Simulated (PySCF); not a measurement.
How methods differ on the ionisation energy of Ti⁺

Ti⁺ [Ar] 3d2 4s1 (4F) → Ti²⁺ [Ar] 3d2 (3F), as a difference of total energies. Computed with PySCF 2.14 in cc-pVDZ, with no relativity, point nucleus. Correlated levels: valence: [Ar] frozen. The calculations carry no spin-orbit coupling.

Order these methods by the ionisation energy they give, lowest first.
A. M06-L
B. MP2 (valence)
C. M06-2X
D. UHF

A (12.803 eV), D (12.867 eV), B (13.009 eV), C (13.459 eV).

These non-relativistic numbers lack the scalar-relativistic shift.

The reference lies between the lowest fine-structure levels, while these numbers refer to the centres of the terms.

Errors of the correlated levels include the incompleteness of this basis and the frozen core.

For comparison: 13.575 eV (measured; NIST Atomic Spectra Database, ionization energies).
